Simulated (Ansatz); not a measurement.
CH₁₀N₂Si₃, SMILES [Si@]1(N)([SiH2]CN1)[SiH3].

Geometry: PBE0-D3(BJ)/def2-SVP. The structure was generated by enumeration; whether it is a known compound was not checked. Other conformers were not sampled.

Two levels are set side by side: PBE/def2-SVPD (Ansatz, a quantum-chemistry and plane-wave program) and PBE0/def2-SVPD (Ansatz). Energy differences of separate SCF runs at the same geometry; the states with an electron removed or added have multiplicity 2 and 2. Differences are taken from unrounded values.

| quantity | PBE0 |
|---|---|
| vertical ionisation energy (eV) | 8.04 |
| vertical singlet–triplet gap (eV) | 4.59 |

Question: What does PBE give, and how far is it from PBE0? (An estimate is asked for; the answer gives what the named calculation found.)

Answer: 
| quantity | PBE | PBE minus PBE0 |
|---|---|---|
| vertical ionisation energy (eV) | 7.75 | -0.29 |
| vertical singlet–triplet gap (eV) | 4.19 | -0.39 |
